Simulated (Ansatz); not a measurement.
Ansatz (a program for electronic structure) job for H₅SbSi, SMILES [SiH3][SbH2], B3LYP-D3(BJ)/def2-TZVP. 

Ansatz 0.2 input:
```yaml
crystal:
  periodic: [false, false, false]
  atoms:
    - {symbol: Sb, position_ang: [-0.38790308, -0.39153360, 0.32243142]}
    - {symbol: H, position_ang: [0.05493114, -1.63162010, -0.74007724]}
    - {symbol: H, position_ang: [-1.63258302, 0.01814429, -0.74828270]}
    - {symbol: Si, position_ang: [1.19466965, 1.20791990, -0.84378570]}
    - {symbol: H, position_ang: [1.03565030, 2.53591239, -0.25203375]}
    - {symbol: H, position_ang: [1.02724521, 1.35176300, -2.28790722]}
    - {symbol: H, position_ang: [2.57243863, 0.78313528, -0.60270173]}
basis:
  gaussian:
    orbitals: def2-TZVP
hamiltonian:
  xc: b3lyp
  dispersion: d3bj
relax: {f_tol: 0.002, max_steps: 200}
```

It prints:

```
WARN ansatz: RAYON_NUM_THREADS=1 ignored (pool sized by the plan → 1); use --threads N
Functional definition: B3LYP
integrals: 0.04 GiB planned
917 factors; their error is unknown
mean field: 0.38 GiB planned
mean field evaluation 1: about -14498.7039 eV, gradient 1.5e1 eV
mean field evaluation 2: about -14498.9793 eV, gradient 1.4e1 eV
mean field evaluation 4: about -14499.5336 eV, gradient 6.1e-1 eV
mean field evaluation 8: about -14499.6957 eV, gradient 3.8e-1 eV
mean field evaluation 16: about -14499.6958 eV, gradient 2.3e-5 eV
mean field -14499.69584498 eV, -532.8539940562 hartree, gradient 2.3e-5 eV, S^2 0.000000; 0 other end points of the search recorded, 0 dependent functions left out
the calculation of the forces begins
reference -14499.69610225 eV, -532.8540035105 hartree; 21, 21 occupied and 96, 96 virtual orbitals, 917 factors
relax step   1: F+E_penalty+E_count = -14499.96663943 eV  Δ(F+E_penalty+E_count) = +0.000e0 eV  max|allowed force component| = 4.053e-1 eV/Å  Δτ_max = 0.0000 Å  (25 SCF iters, accepted)
these checks for a lower state are left out or cut short: starts, cluster_reference, orbital_swaps, neighbouring_geometries, increment
integrals: 0.04 GiB planned
917 factors; their error is unknown
mean field: 0.38 GiB planned
mean field -14499.70957357 eV, -532.8544985727 hartree, gradient 4.7e-6 eV, S^2 0.000000; 0 other end points of the search recorded, 0 dependent functions left out
the calculation of the forces begins
reference -14499.70983595 eV, -532.8545082147 hartree; 21, 21 occupied and 96, 96 virtual orbitals, 917 factors
relax step   2: F+E_penalty+E_count = -14499.97303899 eV  Δ(F+E_penalty+E_count) = -6.400e-3 eV  max|allowed force component| = 3.442e-1 eV/Å  Δτ_max = 0.1443 Å  (29 SCF iters, accepted)
these checks for a lower state are left out or cut short: starts, cluster_reference, orbital_swaps, neighbouring_geometries, increment
integrals: 0.04 GiB planned
917 factors; their error is unknown
mean field: 0.38 GiB planned
mean field -14499.74753206 eV, -532.8558935212 hartree, gradient 1.8e-5 eV, S^2 0.000000; 0 other end points of the search recorded, 0 dependent functions left out
the calculation of the forces begins
reference -14499.74779195 eV, -532.8559030721 hartree; 21, 21 occupied and 96, 96 virtual orbitals, 917 factors
relax step   3: F+E_penalty+E_count = -14500.01505025 eV  Δ(F+E_penalty+E_count) = -4.201e-2 eV  max|allowed force component| = 6.358e-2 eV/Å  Δτ_max = 0.0851 Å  (27 SCF iters, accepted)
these checks for a lower state are left out or cut short: starts, cluster_reference, orbital_swaps, neighbouring_geometries, increment
integrals: 0.04 GiB planned
917 factors; their error is unknown
mean field: 0.38 GiB planned
mean field evaluation 32: about -14499.5866 eV, gradient 5.3e-4 eV
mean field -14499.74858035 eV, -532.8559320452 hartree, gradient 1.8e-5 eV, S^2 0.000000; 0 other end points of the search recorded, 0 dependent functions left out
the calculation of the forces begins
reference -14499.74884038 eV, -532.8559416013 hartree; 21, 21 occupied and 96, 96 virtual orbitals, 917 factors
relax step   4: F+E_penalty+E_count = -14500.01578144 eV  Δ(F+E_penalty+E_count) = -7.312e-4 eV  max|allowed force component| = 2.116e-2 eV/Å  Δτ_max = 0.0068 Å  (29 SCF iters, accepted)
these checks for a lower state are left out or cut short: starts, cluster_reference, orbital_swaps, neighbouring_geometries, increment
integrals: 0.04 GiB planned
917 factors; their error is unknown
mean field: 0.38 GiB planned
mean field -14499.75004276 eV, -532.8559857878 hartree, gradient 1.9e-5 eV, S^2 0.000000; 0 other end points of the search recorded, 0 dependent functions left out
the calculation of the forces begins
reference -14499.75030251 eV, -532.8559953334 hartree; 21, 21 occupied and 96, 96 virtual orbitals, 917 factors
relax step   5: F+E_penalty+E_count = -14500.01734634 eV  Δ(F+E_penalty+E_count) = -1.565e-3 eV  max|allowed force component| = 9.362e-3 eV/Å  Δτ_max = 0.0532 Å  (28 SCF iters, accepted)
these checks for a lower state are left out or cut short: starts, cluster_reference, orbital_swaps, neighbouring_geometries, increment
integrals: 0.04 GiB planned
917 factors; their error is unknown
mean field: 0.38 GiB planned
mean field -14499.74921226 eV, -532.8559552675 hartree, gradient 1.8e-5 eV, S^2 0.000000; 0 other end points of the search recorded, 0 dependent functions left out
the calculation of the forces begins
reference -14499.74947176 eV, -532.8559648041 hartree; 21, 21 occupied and 96, 96 virtual orbitals, 917 factors
relax step   6: F+E_penalty+E_count = -14500.01705073 eV  Δ(F+E_penalty+E_count) = +2.956e-4 eV  max|allowed force component| = 1.242e-1 eV/Å  Δτ_max = 0.0497 Å  (28 SCF iters, rejected (line search))
these checks for a lower state are left out or cut short: starts, cluster_reference, orbital_swaps, neighbouring_geometries, increment
integrals: 0.04 GiB planned
917 factors; their error is unknown
mean field: 0.38 GiB planned
mean field -14499.75036305 eV, -532.8559975584 hartree, gradient 1.8e-5 eV, S^2 0.000000; 0 other end points of the search recorded, 0 dependent functions left out
the calculation of the forces begins
reference -14499.75062272 eV, -532.8560071011 hartree; 21, 21 occupied and 96, 96 virtual orbitals, 917 factors
relax step   7: F+E_penalty+E_count = -14500.01773537 eV  Δ(F+E_penalty+E_count) = -3.890e-4 eV  max|allowed force component| = 8.573e-3 eV/Å  Δτ_max = 0.0236 Å  (29 SCF iters, accepted)
these checks for a lower state are left out or cut short: starts, cluster_reference, orbital_swaps, neighbouring_geometries, increment
integrals: 0.04 GiB planned
917 factors; their error is unknown
mean field: 0.38 GiB planned
mean field evaluation 64: about -14499.7505 eV, gradient 1.9e-5 eV
mean field -14499.75054730 eV, -532.8560043295 hartree, gradient 1.9e-5 eV, S^2 0.000000; 0 other end points of the search recorded, 0 dependent functions left out
the calculation of the forces begins
reference -14499.75080688 eV, -532.8560138687 hartree; 21, 21 occupied and 96, 96 virtual orbitals, 917 factors
relax step   8: F+E_penalty+E_count = -14500.01796555 eV  Δ(F+E_penalty+E_count) = -2.302e-4 eV  max|allowed force component| = 2.885e-2 eV/Å  Δτ_max = 0.0454 Å  (28 SCF iters, accepted)
these checks for a lower state are left out or cut short: starts, cluster_reference, orbital_swaps, neighbouring_geometries, increment
integrals: 0.04 GiB planned
917 factors; their error is unknown
mean field: 0.38 GiB planned
mean field -14499.75041172 eV, -532.8559993468 hartree, gradient 1.8e-5 eV, S^2 0.000000; 0 other end points of the search recorded, 0 dependent functions left out
the calculation of the forces begins
reference -14499.75067137 eV, -532.8560088890 hartree; 21, 21 occupied and 96, 96 virtual orbitals, 917 factors
relax step   9: F+E_penalty+E_count = -14500.01768927 eV  Δ(F+E_penalty+E_count) = +2.763e-4 eV  max|allowed force component| = 4.147e-2 eV/Å  Δτ_max = 0.0204 Å  (29 SCF iters, rejected (line search))
these checks for a lower state are left out or cut short: starts, cluster_reference, orbital_swaps, neighbouring_geometries, increment
integrals: 0.04 GiB planned
917 factors; their error is unknown
mean field: 0.38 GiB planned
mean field -14499.75064487 eV, -532.8560079151 hartree, gradient 1.8e-5 eV, S^2 0.000000; 0 other end points of the search recorded, 0 dependent functions left out
the calculation of the forces begins
reference -14499.75090444 eV, -532.8560174542 hartree; 21, 21 occupied and 96, 96 virtual orbitals, 917 factors
relax step  10: F+E_penalty+E_count = -14500.01806894 eV  Δ(F+E_penalty+E_count) = -1.034e-4 eV  max|allowed force component| = 2.249e-3 eV/Å  Δτ_max = 0.0038 Å  (30 SCF iters, accepted)
these checks for a lower state are left out or cut short: starts, cluster_reference, orbital_swaps, neighbouring_geometries, increment
integrals: 0.04 GiB planned
917 factors; their error is unknown
mean field: 0.38 GiB planned
mean field -14499.75067504 eV, -532.8560090238 hartree, gradient 1.8e-5 eV, S^2 0.000000; 0 other end points of the search recorded, 0 dependent functions left out
the calculation of the forces begins
reference -14499.75093462 eV, -532.8560185633 hartree; 21, 21 occupied and 96, 96 virtual orbitals, 917 factors
relax step  11: F+E_penalty+E_count = -14500.01807016 eV  Δ(F+E_penalty+E_count) = -1.223e-6 eV  max|allowed force component| = 1.129e-3 eV/Å  Δτ_max = 0.0011 Å  (30 SCF iters, accepted)
integrals: 0.04 GiB planned
917 factors; their error is unknown
mean field: 0.38 GiB planned
mean field evaluation 96: about -14499.5657 eV, gradient 3.2e0 eV
mean field -14499.75067504 eV, -532.8560090238 hartree, gradient 1.8e-5 eV, S^2 0.000000; 1 other end points of the search recorded, 0 dependent functions left out
the calculation of the forces begins
reference -14499.75093462 eV, -532.8560185633 hartree; 21, 21 occupied and 96, 96 virtual orbitals, 917 factors
Total energy: -14500.01832974 eV, -532.8658451527 hartree
Atom 0 at    -0.364377    -0.462624     0.310060 Å, force     0.000191     0.000692    -0.000500 eV/Å
Atom 1 at     0.012242    -1.664651    -0.853107 Å, force    -0.000070    -0.000124    -0.000079 eV/Å
Atom 2 at    -1.685223     0.095249    -0.630066 Å, force    -0.000079    -0.000071     0.000161 eV/Å
Atom 3 at     1.233775     1.224510    -0.844123 Å, force     0.001129     0.000748    -0.000151 eV/Å
Atom 4 at     0.968822     2.577413    -0.298975 Å, force    -0.000348    -0.000885     0.000054 eV/Å
Atom 5 at     1.067995     1.254017    -2.315241 Å, force    -0.000332    -0.000439     0.000502 eV/Å
Atom 6 at     2.631214     0.849807    -0.520904 Å, force    -0.000492     0.000079     0.000012 eV/Å
Dipole moment:     0.010882     0.003184     0.058542 e Å
```

Self-consistency was reached.

Cost: very roughly 40 core-seconds.
